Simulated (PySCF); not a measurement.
C₃H₁₁NOSi₄.
Numbering: `[CH2:1]=[CH:2][C:3](=[O:4])[Si@@H:5]1[SiH2:6][NH:7][SiH2:8][SiH2:9]1`

Geometry (GFN2-xTB, Å), atoms numbered from 1 in this order:
```
atom  x, y, z in Å
C1     4.0472   -0.6839    0.0720
C2     3.0101   -0.0025   -0.3991
C3     1.6435   -0.2054    0.1125
O4     1.4183   -0.8180    1.1468
Si5    0.1324    0.4630   -0.8430
Si6   -1.0403    1.8519    0.6025
N7    -2.5524    0.9969    0.7334
Si8   -2.9790   -0.6751    0.4626
Si9   -1.3409   -1.3423   -1.0348
H10    5.0476   -0.5677   -0.3104
H11    3.9029   -1.3950    0.8699
H12    3.1096    0.7082   -1.2071
H13    0.6668    1.1208   -2.0552
H14   -1.3890    3.1873    0.0951
H15   -0.4473    2.0405    1.9341
H16   -3.2659    1.5181    1.2187
H17   -4.3651   -0.6320   -0.0274
H18   -3.0210   -1.3856    1.7507
H19   -1.8490   -1.5262   -2.4059
H20   -0.7338   -2.6424   -0.7187
```

Probes without a nucleus sit at each ring's centroid and 1 Å off its mean plane on both sides; NICS is minus the shielding there, NICSzz its component along the normal. Level: GIAO PBE0/pcSseg-1 (PySCF, non-relativistic, gas phase) on the GFN2-xTB geometry, one conformer.

Ring bond lengths (Å), with Mayer bond orders in brackets: Si5–Si6 2.323 (0.86), Si6–N7 1.742 (0.96), N7–Si8 1.747 (0.95), Si8–Si9 2.317 (0.88), Si9–Si5 2.338 (0.89).

Question: What do the NICS probes read (ppm)?

Answer: 
```csv
ring,type,NICS(0),"NICS(1), two faces","NICS(1)zz, two faces",rms pucker (Å),"centre to ring atoms, mean (Å)"
Si5–Si6–N7–Si8–Si9,5-membered ring with N and 4 Si; formal bonds all single,-3.5,-3.1 / -2.0,-0.3 / -0.2,0.10,1.76
```

Question: What can be read from them?

Answer: 
- Si5–Si6–N7–Si8–Si9: mean NICS(1)zz -0.3 ppm, near zero. Si5, Si6, Si8, Si9 have four or more neighbours, so the value isn't read as a sign of a π ring current.

Question: What are the shieldings of the ring atoms and their hydrogens in the same run (means over atoms taken as equivalent)?

Answer: 
| atoms | environment | σ isotropic (ppm) | principal values of the symmetric part, first atom (ppm) |
| --- | --- | --- | --- |
| Si5 | SiH silicon | 436.0 | 405.7, 426.2, 476.3 |
| Si6 | SiH2 silicon | 385.8 | 341.9, 362.1, 453.3 |
| N7 | nitrogen bridging silicon atoms | 258.6 | 196.2, 245.8, 333.7 |
| Si8 | SiH2 silicon | 390.1 | 337.5, 367.2, 465.7 |
| Si9 | SiH2 silicon | 462.8 | 431.5, 466.0, 491.1 |
| H13 | Si–H hydrogen | 27.14 | 23.4, 25.3, 32.8 |
| H14 | Si–H hydrogen | 26.48 | 22.5, 24.6, 32.4 |
| H15 | Si–H hydrogen | 26.74 | 23.1, 24.6, 32.4 |
| H16 | N–H hydrogen | 32.22 | 21.0, 29.8, 45.9 |
| H17 | Si–H hydrogen | 26.50 | 22.7, 24.4, 32.4 |
| H18 | Si–H hydrogen | 26.46 | 22.6, 24.0, 32.8 |
| H19 | Si–H hydrogen | 28.14 | 24.3, 25.3, 34.8 |
| H20 | Si–H hydrogen | 28.28 | 24.7, 25.8, 34.4 |
